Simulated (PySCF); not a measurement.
## Correlation energy of Sm⁴⁷⁺ (samarium, charge +47)

[Ne] 3s2 3p3, high-spin 4S determinant. All numbers are calculated (PySCF 2.14, the spin-free X2C one-electron Hamiltonian (Gaussian nucleus), in an uncontracted even-tempered set (18 s from 10 bohr⁻², ratio 2.5; 12 p from 14 bohr⁻², ratio 2.5; 4 d from 54 bohr⁻², ratio 2.7; 4 f from 80 bohr⁻², ratio 2.7)). Frozen: 1s2; 13 electrons correlated; the 21 highest virtual orbitals of each spin left out.

```tsv
level	correlation energy (mhartree)
CCSD	-543.93
(T)	-0.66
CCSD(T)	-544.59
```

Diagnostics: T1 = 0.00019, D1 = 0.0006, largest double amplitude 0.019.

**Question.** Is a single reference adequate?

**Answer.** Yes, within this model without spin-orbit coupling: T1 lies below 0.03 and no double amplitude reaches 0.07.

At this charge the one-electron X2C treatment keeps the bare 1/r₁₂, with no two-electron picture change or Breit term. The effect here is smaller than on the frozen 1s shell; and a scalar Hamiltonian misses the large spin-orbit splitting of the p shells, which matters for ns² → np² pairs.

Spin-orbit coupling is strong in this species, so the high-spin LS determinant is a model state.
